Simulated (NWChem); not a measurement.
C₃H₈N, doublet; SMILES CC[N]C

```xyz
12

C      0.1880    -1.8834     0.0342
C     -0.4083    -0.4846    -0.0947
N      0.5312     0.5454     0.2393
C     -0.0159     1.8609     0.1197
H     -0.5545    -2.6635    -0.2278
H      1.0642    -1.9944    -0.6352
H      0.5344    -2.0631     1.0714
H     -0.8017    -0.3214    -1.1349
H     -1.3248    -0.3893     0.5491
H      0.7342     2.6349     0.3797
H     -0.9099     2.0046     0.7809
H     -0.3891     2.0685    -0.9169
```
Atoms are numbered in this order, from 1.

Program: NWChem. Pople sets run with spherical d functions. Spin-unrestricted. All runs use the structure optimised with PBE-D3(BJ)/def2-SVP, spin-unrestricted. No stability test was run on the SCF state. Solvent water, SMD (1 M gas to 1 M solution), gas-phase geometry. Reactions with the solvent are ignored.

Task: Order these by “dipole in solution (D)”, lowest first: B3LYP/3-21G; B3LYP/6-311++G**; B3LYP/STO-3G; B3LYP/6-31G*.

Result: B3LYP/STO-3G (1.91), B3LYP/6-31G* (2.23), B3LYP/3-21G (2.35), B3LYP/6-311++G** (2.66)
